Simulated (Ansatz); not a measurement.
C3H12N2Si3 (SMILES C=C1[C@H](N)[SiH2][SiH2]N1[SiH3]), singlet, at the geometry of the source list; CCSD(T)/STO-3G (Ansatz, a first-principles code).

Input for Ansatz:
Ansatz 0.2 input:
```yaml
crystal:
  periodic: [false, false, false]
  atoms:
    - {symbol: C, position_ang: [-0.18930000, 1.86150000, 1.17490000]}
    - {symbol: C, position_ang: [-0.20220000, 0.75340000, 0.41040000]}
    - {symbol: C, position_ang: [-1.52450000, 0.39810000, -0.31760000]}
    - {symbol: N, position_ang: [-2.41130000, -0.36830000, 0.57920000]}
    - {symbol: Si, position_ang: [-1.20980000, -0.62220000, -1.92350000]}
    - {symbol: Si, position_ang: [0.87150000, -1.24100000, -1.12280000]}
    - {symbol: N, position_ang: [0.89010000, -0.12030000, 0.20320000]}
    - {symbol: Si, position_ang: [2.45260000, -0.16860000, 0.88940000]}
    - {symbol: H, position_ang: [0.68890000, 2.19090000, 1.71730000]}
    - {symbol: H, position_ang: [-1.07470000, 2.48160000, 1.27980000]}
    - {symbol: H, position_ang: [-2.04830000, 1.31010000, -0.62900000]}
    - {symbol: H, position_ang: [-2.66550000, 0.23320000, 1.36280000]}
    - {symbol: H, position_ang: [-1.86970000, -1.12540000, 1.00000000]}
    - {symbol: H, position_ang: [-1.12250000, 0.26370000, -3.12300000]}
    - {symbol: H, position_ang: [-2.15290000, -1.76340000, -2.12870000]}
    - {symbol: H, position_ang: [1.95930000, -0.94920000, -2.09450000]}
    - {symbol: H, position_ang: [0.89500000, -2.63190000, -0.59870000]}
    - {symbol: H, position_ang: [3.39790000, 0.54790000, -0.00120000]}
    - {symbol: H, position_ang: [2.42100000, 0.51760000, 2.20370000]}
    - {symbol: H, position_ang: [2.89450000, -1.56760000, 1.11810000]}
basis:
  gaussian:
    orbitals: STO-3G
magnetization: {spin_polarized: false}
correlation: {method: ccsd_t}
```

The log (banner, timings and long lists left out):

```
Functional definition: HF
814 factors; integrals over basis functions are off by at most 3.5e-5 eV
mean field evaluation 1: about -29480.9746 eV, gradient 2.4e1 eV
mean field evaluation 2: about -29481.3082 eV, gradient 2.4e1 eV
mean field evaluation 4: about -29483.4501 eV, gradient 2.2e0 eV
mean field evaluation 8: about -29483.4735 eV, gradient 3.5e-5 eV
mean field evaluation 16: about -29483.1251 eV, gradient 2.2e0 eV
mean field -29483.47171810 eV, -1083.4976010253 hartree, gradient 1.8e-6 eV, S^2 0.000000; 0 other end points of the search recorded, 0 dependent functions left out; unrestricted orbitals would lower it
20 core orbitals not correlated
reference -29483.47171810 eV, -1083.4976010253 hartree; 23, 23 occupied and 21, 21 virtual orbitals, 814 factors
second order -10.47289162 eV of doubles, -0.00000000 eV of singles
cycle   1  -12.33402581 eV  change    -1.9e0 eV  update   1.2e-1
cycle   2  -13.23807621 eV  change   -9.0e-1 eV  update   4.5e-2
cycle   3  -13.38822408 eV  change   -1.5e-1 eV  update   1.4e-2
cycle   4  -13.40442103 eV  change   -1.6e-2 eV  update   5.0e-3
cycle   5  -13.40567327 eV  change   -1.3e-3 eV  update   1.4e-3
cycle   6  -13.40542112 eV  change    2.5e-4 eV  update   4.6e-4
cycle   7  -13.40536180 eV  change    5.9e-5 eV  update   1.9e-4
cycle   8  -13.40540144 eV  change   -4.0e-5 eV  update   8.2e-5
cycle   9  -13.40542367 eV  change   -2.2e-5 eV  update   2.3e-5
perturbative correction -0.21495572 eV, -0.0078994770 hartree
Total energy: -29497.09209749 eV, -1083.9981407356 hartree
```
